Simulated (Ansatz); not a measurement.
`BC1(C)C=N1` + H–F → `CC1(F)C=N1` + BH₃ at 298.15 K and 1 bar (substitution at a C–B bond).

Program: Ansatz. Geometries: PBE0-D4/def2-TZVP. ΔE: electronic, gas phase. CBS: MP2 limit from def2 TZ/QZ plus the TZ coupled-cluster correction, frozen cores. This one scheme is used for every species.

```json
{"species": "`BC1(C)C=N1`", "CCSD(T)/CBS energy (Eh)": "-197.16328", "H − E (kJ/mol)": "237.2", "S (J/(mol·K))": "315.7"}
{"species": "H–F", "CCSD(T)/CBS energy (Eh)": "-100.39570", "H − E (kJ/mol)": "33.5", "S (J/(mol·K))": "173.6"}
{"species": "`CC1(F)C=N1`", "CCSD(T)/CBS energy (Eh)": "-270.97864", "H − E (kJ/mol)": "187.9", "S (J/(mol·K))": "294.8"}
{"species": "BH₃", "CCSD(T)/CBS energy (Eh)": "-26.55200", "H − E (kJ/mol)": "78.7", "S (J/(mol·K))": "188.3"}
```

H − E and S are ideal-gas, rigid-rotor, harmonic terms from PBE0-D4/def2-TZVP, for one conformer and one mirror image of each species. 1 Eh = 2625.50 kJ/mol, R = 8.31446 J/(mol·K).

Question: By hand: ΔE, ΔH, ΔS and ΔG.

Answer: ΔE = (-270.97864) + (-26.55200) − (-197.16328) − (-100.39570) = 0.02834 Eh = 74.4 kJ/mol. Δ(H − E) = 187.9 + 78.7 − 237.2 − 33.5 = -4.1, so ΔH = 70.3 kJ/mol. ΔS = 294.8 + 188.3 − 315.7 − 173.6 = -6.2 J/(mol·K). ΔG = 70.3 − 298.15 × (-6.2)/1000 = 72.1 kJ/mol.

Question: By hand: the equilibrium constant, and the temperature at which ΔG would vanish if ΔH and ΔS stayed fixed.

Answer: log₁₀ K = −ΔG/(RT ln 10) = -12.6. ΔH and −TΔS have one sign here, so there is no such temperature.

The number of gas molecules stays the same, so ΔS is small and ΔH decides. A doubt of 5 kJ/mol in ΔE shifts log₁₀ K by 0.9 here. Other conformers and mirror images would add mixing entropy, several J/(mol·K) or more a flexible species. These are equilibria of isolated gas molecules and say nothing of rates. Largest T1 diagnostic: 0.012 (customary marks: 0.02 for closed shells, 0.045 for open ones).

ΔS is within the doubt of such terms, so its sign, and with it that verdict, could turn.
